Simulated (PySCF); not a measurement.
Compound: C₆H₉O₂ (doublet state).
Cartesian coordinates in Å at the GFN2-xTB level; atoms count from 1:
```xyz
17
C6H9O2 angstrom
C      2.167    0.051   -0.880
C      1.695   -0.703    0.288
C      0.533   -0.396    1.040
O      0.129   -1.099    1.965
C     -0.277    0.836    0.613
C     -1.178    0.343   -0.496
C     -2.467   -0.247   -0.010
O     -0.844    0.373   -1.657
H      1.351    0.173   -1.602
H      3.007   -0.444   -1.358
H      2.470    1.065   -0.602
H      2.236   -1.584    0.602
H      0.378    1.627    0.255
H     -0.865    1.170    1.466
H     -3.107    0.546    0.372
H     -2.256   -0.932    0.810
H     -2.980   -0.767   -0.815
```

The hyperfine couplings belong to this conformer and change with its torsions.

Identity: `C[CH]C(=O)CC(C)=O` [radical].

Theory: PySCF 2.14.0, UKS B3LYP, pcH-1 on C H O, non-relativistic, mean-field spin-orbit, GIAO. Geometry: GFN2-xTB, one conformer, isolated molecule. The geometry wasn't refined by DFT: couplings that depend on bond lengths, twists or pyramidal angles can differ widely from those at the functional's own minimum. Stability of the SCF solution: not tested.

The Mulliken spin populations are largest on C2 (+0.78), O4 (+0.31), C3 (-0.09) and C1 (-0.06). The positive populations add up to 1.19 and the negative ones to -0.19, together 2S = 1. The angles at C2 add up to 360.0°, so it is planar; its axial dipolar tensor and the negative coupling of its proton fit spin in a p orbital normal to that plane.

Task: McConnell's relation a(H) = Q·ρ ties the coupling of a proton on a planar π carbon to the spin population of that carbon. What Q do the computed values give?

Result: 
| H | C | ρ(C) | a(H) (G) | a/ρ (G) |
| --- | --- | --- | --- | --- |
| H12 | C2 | +0.785 | -17.59 | -22.4 |

One proton gives one ratio, Q = -22.4 G, and no test of linearity. In every row coupling and population have opposite signs.

Task: List the C–H protons on four-coordinate carbons next to a three-coordinate spin centre, with their couplings and θ (C–H bond against the normal to the plane of the centre's neighbours, projected along the bond that joins the two).

Result: 
```
β H  on  centre  θ (°)  cos²θ   a (G)
 H9  C1      C2     38   0.63  +36.54
H10  C1      C2     84   0.01   +0.72
H11  C1      C2     26   0.81  +41.18
```

Fitting the Heller–McConnell form a = ρ(B0 + B2 cos²θ), with Mulliken ρ = 0.78, gives B0 = 1.1 G and B2 = 66.6 G, with a largest miss of 2.9 G. By this fit the coupling would be 53.1 G at θ = 0° and 0.9 G at 90°.

Task: What would the freely rotating methyl group on C1 show?

Result: Three equal couplings, a 1:3:3:1 quartet. The mean of the three values of this geometry estimates the splitting: 26.1 G, or 73.4 MHz (three bonds 120° apart have a mean cos²θ of 1/2 at any torsion).

Couplings in gauss use g_iso = 2.0047.
